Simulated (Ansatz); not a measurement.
Relaxation of CH2SSe (5 atoms, charge 0, multiplicity 1), to a largest force component of 0.02 eV/Å in at most 50 steps.

Theory: RKS B3LYP/def2-SVP (Ansatz 0.2.0).

```xyz
5
Properties=species:S:1:pos:R:3
S -1.111 -1.241 -0.521
C -0.422 -0.316 0.319
Se 0.187 1.366 -0.373
H -0.146 -0.582 1.345
H 1.541 0.699 -0.811
```

Problem. Where does it end, and by what steps?

Solution. It converged. After 15 steps the energy has fallen by 1.698 eV; H5 moved furthest, 0.94 Å. The start is strongly strained (largest force component 9 eV/Å).

```csv
step,energy less start (eV),largest force component (eV/Å),accepted
0,0.0000,8.976,yes
1,-0.9468,3.077,yes
2,-1.1628,1.256,yes
3,-1.2134,1.242,yes
4,-1.2310,1.042,yes
5,-1.2528,0.318,yes
6,-1.2751,0.222,yes
7,-1.3191,0.388,yes
8,-1.3782,0.520,yes
9,-1.4524,1.195,yes
10,-1.6237,0.612,yes
11,-1.6872,0.365,yes
12,-1.6808,0.585,no
13,-1.6980,0.142,yes
14,-1.6984,0.050,yes
15,-1.6984,0.003,yes
```

```xyz
5
Properties=species:S:1:pos:R:3
S -1.739 -1.205 -0.219
C -0.356 -0.433 0.120
Se 0.310 1.054 -0.856
H 0.302 -0.723 0.954
H 1.533 1.233 -0.041
```

Whether the end is a true minimum wasn't checked by a vibrational analysis.

Time of the run: 60 s on 1 thread of Intel(R) Xeon(R) Processor @ 2.70GHz (shared host), peak memory 0.16 GiB.
